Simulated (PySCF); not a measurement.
MgCl2, SMILES [Mg]([Cl])[Cl]. Geometry: B3LYP-D3(BJ)/def2-TZVP. The isomer is the one that the SMILES or the coordinates give; other isomers of the formula were not compared.

Computed equilibrium geometry at B3LYP-D3(BJ)/def2-TZVP (PySCF confirms it by a frequency run) as bond lengths and angles, and its point group:
point group D∞h.
Atoms: Mg1 Cl2 Cl3. Bonds (Å): Mg1–Cl2 2.176, Mg1–Cl3 2.176. Bond angles (°): Cl2–Mg1–Cl3 180.0.
